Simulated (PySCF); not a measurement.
# Ru: excitation energy

Ru [Kr] 4d7 5s1 (5F) → Ru [Kr] 4d6 5s1 5p1 (high-spin determinant), as a difference of total energies. Calculation: PySCF 2.14, in def2-TZVPPD with the def2 core potential (28 electrons); a scalar-relativistic core potential. Correlated levels: valence: 4s2 4p6 frozen. The calculations carry no spin-orbit coupling.

```csv
method,excitation energy (eV)
UHF,1.709
MP2 (valence),2.980
SCS-MP2 (valence),3.296
CCSD (valence),2.848
CCSD(T) (valence),2.913
```

**Question.** How much does correlation contribute at CCSD(T) (valence)?

**Answer.** 2.913 − (1.709) = 1.204 eV, measured against UHF.

The determinant of the upper state mixes LS terms, which raises its energy above the lowest term, most at the Hartree-Fock and MP2 levels.
